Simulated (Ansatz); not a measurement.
Reaction (cleavage of the Si–P bond): `NC[SiH2]P` + CH₃NH₂ → `CN[SiH2]CN` + PH₃

Gas-phase electronic energies from Ansatz, PBE0-D4/def2-TZVP geometries. CCSD(T)/CBS adds triple-zeta CCSD(T) − MP2 to the extrapolated MP2 energy (def2 sets, frozen cores). This one scheme is used for every species. DFT in def2-TZVPP. B3LYP here is the variant with VWN-RPA as its local correlation; programs differ in this. One conformer a species, not always the lowest.

CCSD(T)/CBS gives -0.29 eV.

(1) Another level gave -0.32 eV. Which?
A. B3LYP-D4/def2-TZVPP
B. HF/def2-TZVPP
C. PBE0-D4/def2-TZVPP
D. r2SCAN-D4/def2-TZVPP

Largest T1 diagnostic among the species: 0.013.

Results:

(1) A. B3LYP-D4 -0.32, HF/def2-TZVPP -0.40, PBE0-D4 -0.19, r2SCAN-D4 -0.25 eV.

From PBE to PBE0 (25 % exact exchange), in def2-TZVPP and without D4, ΔE moves by −0.03 eV. In def2-TZVPP, CCSD(T) changes the Hartree–Fock value by +0.08 eV (the triples alone add +0.02 eV) and MP2 by +0.07 eV.
